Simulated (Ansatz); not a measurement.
`CNC1C=N1` and `BC1C=N1` differ in one atom or group.

Ansatz, PBE0-D4/def2-TZVP geometries, multiplicity 1. Each molecule was computed in one conformer, which needn't be the lowest.

```json
{"property": "LUMO energy (ωB97M-V/def2-TZVPP) / eV", "`CNC1C=N1`": "1.76"}
{"property": "LUMO energy (PBE/def2-TZVPP) / eV", "`CNC1C=N1`": "-1.69"}
{"property": "HOMO–LUMO gap (PBE/def2-TZVPP) / eV", "`CNC1C=N1`": "3.40"}
{"property": "HOMO energy (PBE/def2-TZVPP) / eV", "`CNC1C=N1`": "-5.09"}
{"property": "LUMO energy (PBE0/def2-TZVPP) / eV", "`CNC1C=N1`": "-0.52"}
{"property": "HOMO–LUMO gap (B3LYP/def2-TZVPP) / eV", "`CNC1C=N1`": "5.39"}
```

(1) Give the same properties after the change, and the shifts. (An estimate is asked.)

Results:

(1) Computed: 
```csv
property,`BC1C=N1`,shift
LUMO energy (ωB97M-V/def2-TZVPP) / eV,0.24,-1.52
LUMO energy (PBE/def2-TZVPP) / eV,-2.73,-1.04
HOMO–LUMO gap (PBE/def2-TZVPP) / eV,4.39,0.99
HOMO energy (PBE/def2-TZVPP) / eV,-7.11,-2.02
LUMO energy (PBE0/def2-TZVPP) / eV,-1.73,-1.21
HOMO–LUMO gap (B3LYP/def2-TZVPP) / eV,6.12,0.73
```

With PBE0 the HOMO falls by 1.92 eV and the LUMO falls by 1.21 eV, so the gap widens by about 0.71 eV. PBE moves the HOMO by -2.02 eV and ωB97M-V by -1.86 eV.

B3LYP here is the variant with VWN-RPA as its local correlation; programs differ in this.
